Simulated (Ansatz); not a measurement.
InH2(CH2SiH3) (CH₇InSi). Charge 0, multiplicity 1. Geometry B3LYP-D4/def2-SVP, basis def2-TZVP, Ansatz.

| run | HOMO (eV) | LUMO (eV) |
| --- | --- | --- |
| A | -9.68 | -0.31 |
| B | -10.15 | 0.15 |
| C | -6.41 | -2.37 |
| D | -6.68 | -2.20 |
| E | -6.46 | -2.49 |
| F | -7.16 | -2.12 |

In the def2 sets In takes a core potential; there is no spin–orbit coupling. LC-ωPBE has ω = 0.4 bohr⁻¹. HSE06 is defined as in plane-wave codes, on full-range PBE exchange.

**Question.** The runs used HSE06, LC-ωPBE, PBE, r2SCAN, revPBE, ωB97M-V. Estimate which is which.

**Answer.** A ωB97M-V (range-separated); B LC-ωPBE (range-separated); C revPBE (0 % exact exchange); D r2SCAN (0 % exact exchange); E PBE (0 % exact exchange); F HSE06 (range-separated). Exact exchange lowers occupied and raises empty levels; among semilocal functionals meta-GGAs tend to open the gap a little, and such runs are hard to tell apart. The gap grows from 3.97 eV (PBE) to 10.30 eV (LC-ωPBE).
